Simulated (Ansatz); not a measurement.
C3H6AlN (`N=[CH][Al]1[CH2][CH2]1`). Total charge 0; spin multiplicity 1. The geometry is a stationary point of PBE0-D4/def2-TZVP. It is one conformer, not always the lowest.

```xyz
11

N    -2.052   -0.154    2.219
C    -0.793   -0.002    2.102
Al    0.138    0.033    0.356
C     0.070   -0.047   -1.544
C     1.530    0.132   -0.936
H    -2.510   -0.251    1.310
H    -0.251    0.107    3.050
H    -0.271    0.794   -2.146
H    -0.081   -0.977   -2.089
H     2.019    1.069   -1.197
H     2.202   -0.704   -1.124
```

Task: What is the dipole moment at PBE/def2-TZVPP? (Estimate.)

Result: Computed: 0.70 D, with components (0.65, 0.07, -0.27) D in this frame, pointing from negative to positive charge.

Task: And with r2SCAN, B3LYP, ωB97M-V? (Best estimate.)

Result: The calculation gave: r2SCAN 0.73 D, B3LYP 0.79 D, ωB97M-V 0.80 D.

Task: Give the Mulliken charges with PBE, B3LYP, ωB97M-V in def2-TZVPP. (An estimate is asked.)

Result: The calculation gave: 
| atom | PBE | B3LYP | ωB97M-V |
| --- | --- | --- | --- |
| N1 | -0.16 | -0.18 | -0.18 |
| C2 | -0.18 | -0.20 | -0.21 |
| Al3 | 0.27 | 0.36 | 0.42 |
| C4 | -0.26 | -0.29 | -0.34 |
| C5 | -0.24 | -0.27 | -0.31 |
| H6 | 0.17 | 0.15 | 0.13 |
| H7 | 0.11 | 0.12 | 0.13 |
| H8 | 0.08 | 0.08 | 0.09 |
| H9 | 0.08 | 0.08 | 0.09 |
| H10 | 0.08 | 0.08 | 0.09 |
| H11 | 0.08 | 0.08 | 0.09 |

B3LYP here is the variant with VWN-RPA as its local correlation; programs differ in this.
